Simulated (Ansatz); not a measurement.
Compare A (`C=C(N)Br`) with its isomer B (`C/N=C\Br`).

Program: Ansatz. Geometries: PBE0-D4/def2-TZVP. ΔE: electronic, gas phase. CCSD(T)/CBS adds triple-zeta CCSD(T) − MP2 to the extrapolated MP2 energy (def2 sets, frozen cores). DFT in def2-TZVPP. B3LYP here is the variant with VWN-RPA as its local correlation; programs differ in this. For Br outer-core shells are correlated without core-valence functions, which leaves a few kJ/mol of doubt a bond. Scalar relativity is left out up to krypton. Each species was taken in one conformer, which may not be the lowest.

Problem. Which isomer does CCSD(T)/CBS put lower? Give the gap. (An estimate is asked.)

Solution. Ansatz gave: A, by 3.5 kJ/mol.

Problem. Give E(B) − E(A) in kJ/mol with r2SCAN-D4, B3LYP, HF/def2-TZVPP, B2PLYP, B3LYP-D4, MP2/def2-TZVPP, CCSD(T)/def2-TZVPP. (Best estimate.)

Solution. Computed: r2SCAN-D4 -1.2, B3LYP -3.6, HF/def2-TZVPP 3.0, B2PLYP -2.4, B3LYP-D4 -2.4, MP2/def2-TZVPP 4.2, CCSD(T)/def2-TZVPP -0.3. The order is the other way round with r2SCAN-D4, B3LYP, B2PLYP, B3LYP-D4.

Largest T1 diagnostic: 0.012.

From PBE to PBE0 (25 % exact exchange), in def2-TZVPP and without D4, E(B) − E(A) moves by +8.3 kJ/mol.
